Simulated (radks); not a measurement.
Q: Species: As I. Configuration: [Ar] 3d7.5 4s2 4p5.5 (fractional occupations, a model configuration). Method: Dirac Kohn-Sham, BLYP, spin-unpolarised, spherical densities, finite nucleus; open shells fill j = l - 1/2 first; Fermi nuclear charge, rms radius 4.0968 fm; computed with a radial shooting solver on a logarithmic mesh with Libxc functionals. Some entries of the table are withheld. Estimate them.

orbital  occ.  eigenvalue (hartree)  <1/r> (bohr^-1)  <r> (bohr)
1s1/2       2                   (1)              (2)     0.04550
2s1/2       2             -55.99373            7.415      0.2025
2p1/2       2             -50.17061              (3)      0.1747
2p3/2       4             -48.82744              (4)      0.1784
3s1/2       2              -8.04649            2.448      0.5862
3p1/2       2              -6.08180            2.336      0.5924
3p3/2       4              -5.88512            2.286      0.6020
3d3/2       4              -2.52314              (5)      0.6167
3d5/2     3.5              -2.49214              (6)      0.6201
4s1/2       2              -0.72887           0.7821       1.713
4p1/2       2              -0.31175           0.6401       2.086
4p3/2     3.5              -0.29497           0.6258       2.130

A: 
(1) 1s1/2 eigenvalue (hartree): -431.8804
(2) 1s1/2 <1/r> (bohr^-1): 33.47
(3) 2p1/2 <1/r> (bohr^-1): 7.379
(4) 2p3/2 <1/r> (bohr^-1): 7.164
(5) 3d3/2 <1/r> (bohr^-1): 2.045
(6) 3d5/2 <1/r> (bohr^-1): 2.032
